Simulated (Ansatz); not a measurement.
Computed with Ansatz on PBE0-D4/def2-TZVP structures; ΔE is electronic, products minus reactants. CBS: MP2 limit from def2 TZ/QZ plus the TZ coupled-cluster correction, frozen cores. Functionals use def2-TZVPP. B3LYP here is the variant with VWN-RPA as its local correlation; programs differ in this. One conformer a species, not always the lowest.

`OC(O)=C[SiH3]` + `ClC1=CO[SiH2]1` → `[SiH3]C1=CO[SiH2]1` + `OC(O)=CCl`  (formal exchange of groups at the Si–C bond)

`OC(O)=C[SiH3]`:

```xyz
11

O    -0.695   -0.469   -1.529
C     0.072    0.451   -0.936
O     0.475    1.376   -1.832
C     0.367    0.413    0.368
Si   -0.243   -0.909    1.498
H    -0.773   -0.251   -2.464
H     1.027    2.026   -1.386
H     0.996    1.206    0.756
H     0.224   -2.264    1.094
H     0.280   -0.625    2.861
H    -1.730   -0.955    1.570
```

`ClC1=CO[SiH2]1`:

Z-matrix (Å, degrees):
```
Si
O 1 1.709
C 1 2.172 2 39.6
C 1 1.842 2 77.5 3 0.0
H 1 1.481 2 112.4 3 117.1
H 1 1.481 2 112.4 3 -117.1
H 3 1.086 1 169.6 2 0.0
Cl 4 1.697 1 145.9 2 180.0
```

`[SiH3]C1=CO[SiH2]1`:

```xyz
11

Si   -1.434    0.436    1.107
C    -0.002    0.047    0.035
C     1.162    0.718   -0.122
O     2.002    0.116   -1.022
Si    0.774   -1.071   -1.202
H    -1.161    1.689    1.863
H    -2.671    0.622    0.302
H    -1.692   -0.662    2.077
H     1.529    1.634    0.339
H     0.251   -1.115   -2.588
H     1.243   -2.415   -0.791
```

`OC(O)=CCl`:

```xyz
8

O     1.429    0.650    0.489
C     0.222    0.179    0.159
O    -0.762    0.730    0.883
C     0.057   -0.740   -0.794
Cl   -1.533   -1.300   -1.164
H     1.313    1.298    1.191
H    -1.600    0.344    0.592
H     0.873   -1.161   -1.357
```

```json
{"level": "PBE-D4", "ΔE (kJ/mol)": "-16.8", "difference from CCSD(T)/CBS": "2.3"}
{"level": "r2SCAN-D4", "ΔE (kJ/mol)": "-17.1", "difference from CCSD(T)/CBS": "2.0"}
{"level": "PBE0-D4", "ΔE (kJ/mol)": "-18.4", "difference from CCSD(T)/CBS": "0.7"}
{"level": "B3LYP-D4", "ΔE (kJ/mol)": "-16.8", "difference from CCSD(T)/CBS": "2.3"}
{"level": "ωB97X-V", "ΔE (kJ/mol)": "-18.1", "difference from CCSD(T)/CBS": "1.0"}
{"level": "ωB97M-V", "ΔE (kJ/mol)": "-18.0", "difference from CCSD(T)/CBS": "1.1"}
{"level": "B2PLYP", "ΔE (kJ/mol)": "-16.8", "difference from CCSD(T)/CBS": "2.3"}
{"level": "PBE0", "ΔE (kJ/mol)": "-17.9", "difference from CCSD(T)/CBS": "1.2"}
{"level": "B3LYP", "ΔE (kJ/mol)": "-15.9", "difference from CCSD(T)/CBS": "3.2"}
{"level": "HF/def2-TZVPP", "ΔE (kJ/mol)": "-16.7", "difference from CCSD(T)/CBS": "2.4"}
{"level": "MP2/def2-TZVPP", "ΔE (kJ/mol)": "-17.9", "difference from CCSD(T)/CBS": "1.2"}
{"level": "SCS-MP2/def2-TZVPP", "ΔE (kJ/mol)": "-16.7", "difference from CCSD(T)/CBS": "2.4"}
{"level": "MP2/def2-QZVPP", "ΔE (kJ/mol)": "-19.3", "difference from CCSD(T)/CBS": "-0.2"}
{"level": "SCS-MP2/def2-QZVPP", "ΔE (kJ/mol)": "-18.1", "difference from CCSD(T)/CBS": "1.0"}
{"level": "HF/CBS(def2)", "ΔE (kJ/mol)": "-17.6", "difference from CCSD(T)/CBS": "1.5"}
{"level": "CCSD/CBS(def2)", "ΔE (kJ/mol)": "-18.8", "difference from CCSD(T)/CBS": "0.3"}
{"level": "CCSD(T)/CBS", "ΔE (kJ/mol)": "-19.1", "difference from CCSD(T)/CBS": "0"}
```

Largest T1 diagnostic among the species: 0.014.

CCSD(T)/CBS has its own doubt, a few kJ/mol and more with outer-core shells, so smaller differences from it don't rank the levels.
